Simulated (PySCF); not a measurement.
Computed shifts of a molecule C₄H₅FO, PBE0/pcSseg-1 (PySCF), GIAO, gas phase, equivalent atoms averaged, in ppm (number of nuclei): ¹³C: 201.7 (1), 76.0 (1), 34.7 (1), 15.4 (1). ¹⁹F: -235.0 (1). ¹H: 8.93 (1), 4.89 (1), 2.27 (1), 1.87 (1), 1.49 (1). References: ¹⁷O against H2O (σ = 334.2 ppm); ¹³C against TMS (σ = 186.3 ppm); ¹⁹F against CFCl3 (σ = 167.2 ppm); ¹H against TMS (σ = 31.56 ppm), references at their B3LYP-D3(BJ)/def2-TZVP geometries, non-relativistic. The structure is a stationary point at B3LYP-D3(BJ)/def2-SVP. The values are those of a single conformer.

**Question.** Which molecule gave these data?
A. O=C[C@@H]1C[C@H]1F
B. C=C=C(F)OC
C. C=C1OC[C@H]1F
D. C=C[C@H](F)C=O

**Answer.** A, O=C[C@@H]1C[C@H]1F
